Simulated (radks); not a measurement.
Results of a calculation; reference values are marked as such.
Cd3+, 45 electrons, occupied as [Kr] 4d8 6p1 (not the ground configuration).

Code: a radial shooting solver on a logarithmic mesh with Libxc functionals. Model: scalar-relativistic Kohn-Sham, SCAN, spin-polarised, spherical densities, finite nucleus; open shells are filled with parallel spins first (spin-orbit coupling, left out, can overturn this in heavy ions); meta-GGA in the generalised Kohn-Sham scheme; Fermi nuclear charge, rms radius 4.6087 fm.

Energy parts (hartree):
| part | energy |
|---|---|
| total | -5591.95210 |
| kinetic | 5819.12343 |
| electron-nucleus | -13442.33163 |
| Hartree | 2184.93307 |
| exchange-correlation | -153.67697 |

Orbitals (lengths in bohr, moments of r in powers of bohr; r(90%) holds 90 % of the orbital's charge):
| orbital | occ. | eigenvalue (hartree) | <r^2> | r(90%) |
|---|---|---|---|---|
| 1s up | 1 | -978.4393 | 0.001250 | 0.0546 |
| 1s down | 1 | -978.4384 | 0.001250 | 0.0546 |
| 2s up | 1 | -147.3839 | 0.02041 | 0.203 |
| 2s down | 1 | -147.3652 | 0.02041 | 0.203 |
| 2p up | 3 | -132.2991 | 0.01611 | 0.187 |
| 2p down | 3 | -132.2835 | 0.01611 | 0.187 |
| 3s up | 1 | -29.16262 | 0.1461 | 0.526 |
| 3s down | 1 | -29.15436 | 0.1460 | 0.526 |
| 3p up | 3 | -24.17091 | 0.1475 | 0.536 |
| 3p down | 3 | -24.16019 | 0.1475 | 0.536 |
| 3d up | 5 | -16.39804 | 0.1332 | 0.528 |
| 3d down | 5 | -16.37912 | 0.1331 | 0.528 |
| 4s up | 1 | -5.78779 | 0.8625 | 1.26 |
| 4s down | 1 | -5.70158 | 0.8614 | 1.26 |
| 4p up | 3 | -4.29855 | 1.017 | 1.39 |
| 4p down | 3 | -4.21071 | 1.017 | 1.39 |
| 4d up | 5 | -2.11885 | 1.545 | 1.76 |
| 4d down | 3 | -2.03304 | 1.563 | 1.77 |
| 6p up | 1 | -0.52599 | 27.98 | 6.98 |

The highest occupied level is 6p up at -14.313 eV. Summed over all electrons, <r^2> = 50.87 bohr^2, which gives a Langevin (diamagnetic) susceptibility term of -40.3 x 10^-6 cm^3/mol. The spin density at the nucleus is -1.524 e/bohr^3 (1s -0.139, 2s -0.957, 3s 0.943, 4s -1.372). Spin moment in Bohr magnetons: 3.
